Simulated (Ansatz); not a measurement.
Species: VF (charge 0, quintet). The spin state was set by rule; other spins were not relaxed. 
Structure (B3LYP-D3(BJ)/def2-TZVP (Ansatz, an electronic-structure program) minimum search):
SMILES: [F][V]
```xyz
2

V      0.0000     0.0000    -0.5025
F      0.0000     0.0000     1.2842
```
Charge 0, spin multiplicity 5.

Property: vertical electron affinity (to the quartet state of charge -1; a negative value means that the extra electron is unbound and the number depends on the basis; each state is the SCF solution reached for its spin; the UHF <S^2> is 4.15 for the quartet (pure: 3.75); for the quartet T1 is 0.083; for the quintet the Hartree-Fock reference is unstable and T1 is 0.052), in eV. Correlated levels leave the core frozen unless marked. Open shells are spin-unrestricted. No spin-orbit coupling. Frozen are the shells of the preceding noble gas and the d and f shells that filled before the atom's block. No relativistic terms. Anions need diffuse functions: def2-D sets add few. 

```tsv
level	program	vertical electron affinity (eV)
SVWN5/def2-TZVPD	Ansatz	0.84
PBE/def2-TZVPD	Ansatz	0.66
r2SCAN/def2-TZVPD	Ansatz	0.56
B3LYP/def2-TZVPD	Ansatz	0.85
PBE0/def2-TZVPD	Ansatz	0.64
BHLYP/def2-TZVPD	Ansatz	0.76
CAM-B3LYP/def2-TZVPD	Ansatz	0.82
wB97M-V/def2-TZVPD	Ansatz	0.80
wB97X-V/def2-TZVPD	Ansatz	0.72
wB97X/def2-TZVPD	Ansatz	1.09
CCSD/def2-SVPD	Ansatz	0.70
CCSD/def2-TZVPPD	Ansatz	0.73
CCSD/def2-QZVPPD	Ansatz	0.79
CCSD(T)/def2-SVPD	Ansatz	0.75
CCSD(T)/def2-TZVPPD	Ansatz	0.79
CCSD(T)/def2-QZVPPD	Ansatz	0.85
```
